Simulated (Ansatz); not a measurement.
Geometry optimisation, RKS LDA/def2-SVP in Ansatz 0.2.0.

The input (input.yaml):

```yaml
crystal:
  periodic: [false, false, false]
  atoms:
    - { symbol: Sn, position_ang: [0.036749, -0.215262, 0.046526] }
    - { symbol: H, position_ang: [-0.017674, -0.056016, 1.7718] }
    - { symbol: H, position_ang: [1.557055, -0.202234, -0.727789] }
    - { symbol: Cl, position_ang: [-1.291093, 1.560851, -0.735055] }
    - { symbol: O, position_ang: [-0.820377, -1.87808, -0.589719] }
    - { symbol: H, position_ang: [-1.737391, -1.938248, -0.261341] }
    - { symbol: P, position_ang: [1.182652, 2.95855, 1.474229] }
    - { symbol: H, position_ang: [2.512289, 2.452592, 1.725648] }
    - { symbol: H, position_ang: [1.233409, 2.602051, 0.079892] }
    - { symbol: H, position_ang: [0.589181, 1.708398, 1.839908] }
basis:
  gaussian: { orbitals: def2-SVP }
hamiltonian:
  xc: lda
relax:
  f_tol: 0.03
  max_steps: 50
```

Run as:

```bash
$ ansatz run input.yaml --threads 2 --pin off --max-ram 3072MiB --backend cpu --events-out ev --progress --plain --runs-dir out
```

Q: Where does it end, and by what steps?

A: The forces met the threshold. After 14 steps the energy has fallen by 0.124 eV; H8 moved furthest, 0.93 Å.

| step | energy less start (eV) | largest force component (eV/Å) | accepted |
| --- | --- | --- | --- |
| 0 | 0.0000 | 0.405 | yes |
| 1 | -0.0525 | 0.092 | yes |
| 2 | -0.0339 | 0.488 | no |
| 3 | -0.0618 | 0.092 | yes |
| 4 | -0.0675 | 0.033 | yes |
| 5 | -0.0742 | 0.054 | yes |
| 6 | -0.0756 | 0.384 | yes |
| 7 | -0.0860 | 0.205 | yes |
| 8 | -0.1038 | 0.089 | yes |
| 9 | -0.1072 | 0.427 | yes |
| 10 | -0.1176 | 0.134 | yes |
| 11 | -0.1210 | 0.049 | yes |
| 12 | -0.1228 | 0.035 | yes |
| 13 | -0.1235 | 0.040 | yes |
| 14 | -0.1238 | 0.018 | yes |

```xyz
10
Properties=species:S:1:pos:R:3
Sn -0.001 -0.219 0.116
H -0.450 -0.069 1.766
H 1.640 -0.215 -0.347
Cl -1.138 1.501 -1.027
O -0.663 -1.918 -0.642
H -1.624 -2.026 -0.503
P 1.562 3.028 1.494
H 2.421 2.030 0.904
H 0.541 2.824 0.487
H 0.956 2.057 2.376
```

Whether the end is a true minimum wasn't checked by a vibrational analysis.

Time of the run: 26 s on 2 threads of Arm Neoverse V2 (shared host), peak memory 0.14 GiB.
